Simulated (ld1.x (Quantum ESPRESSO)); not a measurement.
## Cd, TM: configuration errors across variants

ld1.x (Quantum ESPRESSO) 7.5 input, shortened:

```
&input
   title='Cd', zed=48., rel=2, dft='PZ', iswitch=3,
   config='[Kr] 4d10 5s1.5 5p0', rel_dist='average'
 /
 &inputp
   pseudotype=2, tm=.true., lloc=0,
   nlcc=.false.
 /
3
4P  2  1   6.00   0.00  1.60  1.60  0.0
4D  3  2  10.00   0.00  1.90  1.90  0.0
4S  1  0   2.00   0.00  1.35  1.35  0.0
 &test
   configts(1)='4s2 4p6 4d10 5s1.5 5p0'
 /
```

Open shells are filled in proportion to 2j + 1 (rel_dist='average').

Occupied shells without a wave of their own: 5s. They enter only through the test configuration that unscreens the potential.

All-electron excitation energies from the reference (eV): (1) 4s2 4p6 4d10 5s2 5p0 -3.876; (2) 4s2 4p6 4d10 5s1 5p0 5.753; (3) 4s2 4p6 4d10 5s0 5p0 23.274; (4) 4s2 4p6 4d8 5s0 5p0 115.801; (5) 4s2 4p6 4d10 5s0 5p2 6.020; (6) 4s2 4p6 4d9 5s2 5p1 8.708; (7) 4s2 4p6 4d9 5s0 5p0 61.528.

For the base: The 5s level has no wave, so the channel is fitted at the deeper level alone: the likely source of the large errors.

On the changes marked as counting shells twice: ld1.x takes every shell without a wave as core, so the model core holds the marked electrons as well and exchange and correlation see them twice. This cancels in the reference configuration, but the file is broken for other ones, and its errors say nothing about a proper core correction.

2 further variants failed, have other tests or another functional or relativity, and are left out.

The file “base” misses its own reference levels by 1.6 eV. The file “wave 4d (bound): rc 1.90 bohr becomes 4d (bound): rc 2.10 bohr” misses its own reference levels by 1.6 eV. The file “wave 4p (bound): rc 1.60 bohr becomes 4p (bound): rc 2.26 bohr” misses its own reference levels by 1.6 eV. The file “wave 4s (bound): rc 1.35 bohr becomes 4s (bound): rc 1.10 bohr” misses its own reference levels by 0.4 eV. The file “local potential the d channel” misses its own reference levels by 0.8 eV. The file “core correction full core density, not smoothed (it rises at the typed radius of 1.54 bohr, so ld1.x skipped the fit) (5s counted twice)” misses its own reference levels by 1.6 eV.

Errors AE − PS in meV (a dash: test not solved or not reliable):

| change | (1) | (2) | (3) | (4) | (5) | (6) | (7) | bound ghosts |
| --- | --- | --- | --- | --- | --- | --- | --- | --- |
| base | +710 | -903 | -3362 | -5919 | -1696 | +1484 | -4613 | none |
| wave 4d (bound): rc 1.90 bohr becomes 4d (bound): rc 2.10 bohr | +710 | -903 | -3364 | -5910 | -1697 | +1493 | -4625 | none |
| wave 4p (bound): rc 1.60 bohr becomes 4p (bound): rc 2.26 bohr | +710 | -903 | -3362 | -5936 | -2102 | +1264 | -4618 | none |
| wave 4s (bound): rc 1.35 bohr becomes 4s (bound): rc 1.10 bohr | +164 | -210 | -786 | -1396 | -151 | +511 | -1099 | none |
| local potential the d channel | +361 | -476 | -1859 | -3777 | -1373 | +576 | -2768 | none |
| core correction full core density, not smoothed (it rises at the typed radius of 1.54 bohr, so ld1.x skipped the fit) (5s counted twice) | +682 | -933 | -3661 | -6663 | -1868 | +1363 | -5127 | none |

Task: Give the same row for: type RRKJ; local potential the p channel; rho0 0.005.

Result: +176, -222, -816, -1309, -189, +525, -1106; bound ghosts: not determined.
